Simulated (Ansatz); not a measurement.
Computed with Ansatz.

A structure relaxed at PBE0-D4/def2-TZVP, charge 0, multiplicity 1:

```
atom    x (Å)    y (Å)    z (Å)
  O1   0.2271   1.3992   0.5175
  C2   0.4950   0.2770  -0.2028
  F3   1.7468  -0.1881   0.1306
  F4   0.6180   0.6100  -1.5328
 Al5  -0.9756  -1.0626   0.1518
  H6   0.9225   2.0564   0.3616
  H7  -2.2477  -1.0266  -0.7827
  H8  -0.7861  -2.0653   1.3568
```

(1) Give its formula and SMILES.

(2) Point group (tolerance 0.08 Å, 0.16 Å for H)?

(3) Summarise the bond lengths by kind.

Answers

(1) CH3AlF2O, `O[C](F)(F)[AlH2]`.

(2) Cs.

(3) 1 × C–O 1.360 Å; 1 × H–O 0.969 Å; 2 × C–F 1.376 to 1.377 Å; 1 × Al–C 2.021 Å; 2 × Al–H 1.579 Å.
